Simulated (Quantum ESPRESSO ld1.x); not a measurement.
Values are calculated unless marked as measured or tabulated.
Q: The mean radii <r> (bohr) of the occupied orbitals of an atom or ion are listed with their occupations. Level of theory: scalar-relativistic Kohn-Sham, LDA (Slater exchange, VWN5 correlation), spin-polarised, spherical densities, point nucleus (ld1.x of Quantum ESPRESSO 7.5).

orbital  occ.     <r>
1s up       1  0.1039
1s down     1  0.1039
2s up       1  0.5214
2s down     1  0.5211
2p up       3  0.4852
2p down     3  0.4849
3s up       1   1.738
3s down     1   1.744
3p up       1   1.956

Name the element and its charge. Open shells, if any, are filled with parallel spins first.

A: Z = 15, phosphorus, charge +2: P2+ in [Ne] 3s2 3p1. The 1s radius gives Z: for a bare nucleus <r> = (2 gamma + 1)/(2Z) with gamma = sqrt(1 - (Z/c)^2), 0.0996 bohr for Z = 15, and screening makes it slightly larger (0.1039 here). The occupations add up to 13, and the charge is Z minus that.
